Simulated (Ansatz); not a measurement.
Ansatz (a first-principles code) input:
A basis named .json is the Basis Set Exchange file of that set.

Ansatz 0.2 input:
```yaml
crystal:
  periodic: [false, false, false]
  atoms:
    - {symbol: C, position_ang: [-2.25150173, 0.16333615, -0.78193884]}
    - {symbol: C, position_ang: [-1.14270559, -0.04616039, 0.00078594]}
    - {symbol: C, position_ang: [0.15474489, 0.14723894, -0.43450615]}
    - {symbol: Cl, position_ang: [1.51284318, -0.12828966, 0.58252851]}
    - {symbol: H, position_ang: [-2.16327956, 0.49956437, -1.80697625]}
    - {symbol: H, position_ang: [-3.24579918, -0.00243630, -0.39424527]}
    - {symbol: H, position_ang: [-1.27785289, -0.38336846, 1.02303415]}
    - {symbol: H, position_ang: [0.40537211, 0.48067638, -1.43084296]}
basis:
  gaussian:
    orbitals: cc-pV_Q+d_Z.json
    fitting: {mean_field: def2-universal-jkfit, correlation: cc-pVQZ-RIFIT.json}
magnetization: {spin_polarized: true, initial_magnetization: 1}
correlation: {method: mp2, electrons: outside_noble_gas}
```

Question: What final total energy does it print?

Answer: -576.14670 Eh (RI-MP2/cc-pV(Q+d)Z). The basis has 349 functions.

It need not be the lowest isomer of its formula.

The determinant is spin-contaminated: <S^2> is 0.96 against 0.75 for a pure state.
